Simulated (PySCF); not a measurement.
# Correlation energy of Mo²⁺ (molybdenum, charge +2)

[Kr] 4d4, high-spin 5D determinant. All numbers are calculated (PySCF 2.14, scalar relativity through the core potential, in aug-cc-pVDZ-PP with ECP28MDF (5s5p4d2f, 54 functions)). Frozen: 4s2 4p6; 4 electrons correlated.

```
  level  correlation energy (mhartree)
   CCSD                         -29.47
    (T)                          -0.14
CCSD(T)                         -29.61
```

Diagnostics: T1 = 0.0030, D1 = 0.0043, largest double amplitude 0.018.

Cost of the coupled-cluster step: roughly 1.3 core-seconds, for 4 correlated electrons.

Iterations:

```
CC2 = 0
CCSD nocc = (np.int64(4), np.int64(0)), nmo = (50, 50)
frozen orbitals [[0, 1, 2, 3], [0, 1, 2, 3]]
max_cycle = 100
direct = 0
conv_tol = 1e-08
conv_tol_normt = 1e-06
diis_space = 8
diis_start_cycle = 0
Init t2, MP2 energy = -0.0245698090240771
Init E_corr(UCCSD) = -0.0245698090248394
cycle = 1  E_corr(UCCSD) = -0.0285887048934686  dE = -0.00401889587  norm(t1,t2) = 0.016411
cycle = 2  E_corr(UCCSD) = -0.0292847076625612  dE = -0.000696002769  norm(t1,t2) = 0.00422863
cycle = 3  E_corr(UCCSD) = -0.0294856764018624  dE = -0.000200968739  norm(t1,t2) = 0.0015052
cycle = 4  E_corr(UCCSD) = -0.0294706058595422  dE = 1.50705423e-05  norm(t1,t2) = 0.000330083
cycle = 5  E_corr(UCCSD) = -0.0294731512223936  dE = -2.54536285e-06  norm(t1,t2) = 6.79918e-05
cycle = 6  E_corr(UCCSD) = -0.0294729736959187  dE = 1.77526475e-07  norm(t1,t2) = 1.29156e-05
cycle = 7  E_corr(UCCSD) = -0.0294729888264348  dE = -1.51305161e-08  norm(t1,t2) = 4.64688e-06
cycle = 8  E_corr(UCCSD) = -0.0294729766890123  dE = 1.21374225e-08  norm(t1,t2) = 1.76568e-06
cycle = 9  E_corr(UCCSD) = -0.029472983543404  dE = -6.8543917e-09  norm(t1,t2) = 2.99847e-07
UCCSD converged
E(UCCSD) = -66.58737424777354  E_corr = -0.02947298354340404
UCCSD(T) correction = -0.000135605584516657
```
